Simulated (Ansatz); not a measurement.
C2HO, SMILES `C#C[O+]` (excited singlet) (charge 1, multiplicity 1). This singlet is an excited state, 1.10 eV above the relaxed triplet at the level B3LYP/cc-pVTZ // B3LYP-D3(BJ)/def2-TZVP (Ansatz, a program for electronic structure).

All values below come from r2SCAN/cc-pVTZ // B3LYP-D3(BJ)/def2-TZVP (Ansatz).

Ansatz 0.2 input:
```yaml
crystal:
  periodic: [false, false, false]
  atoms:
    - { symbol: C, position_ang: [-0.748172, -0.287004, 0.253592] }
    - { symbol: C, position_ang: [0.586452, 0.041354, 0.045016] }
    - { symbol: O, position_ang: [1.709751, 0.150779, 0.091078] }
    - { symbol: H, position_ang: [-1.54803, 0.094871, -0.389686] }
basis:
  gaussian: { orbitals: cc-pVTZ }
hamiltonian:
  xc: r2scan
total_charge: 1
```

Output:

```
Functional definition: r2SCAN
555 factors; their error is unknown
mean field evaluation 1: about -4113.4858 eV, gradient 7.3e1 eV
mean field evaluation 2: about -3970.7604 eV, gradient 2.1e2 eV
mean field evaluation 4: about -4121.8787 eV, gradient 1.4e1 eV
mean field evaluation 8: about -4122.3469 eV, gradient 6.2e-2 eV
mean field evaluation 16: about -4122.3362 eV, gradient 6.2e-5 eV
mean field -4122.33616107 eV, -151.4930596995 hartree, gradient 6.2e-5 eV, S^2 0.000000; 1 other end points of the search recorded, 0 dependent functions left out
reference -4122.33616681 eV, -151.4930599103 hartree; 10, 10 occupied and 94, 94 virtual orbitals, 555 factors
Total energy: -4122.33616681 eV, -151.4930599103 hartree
```
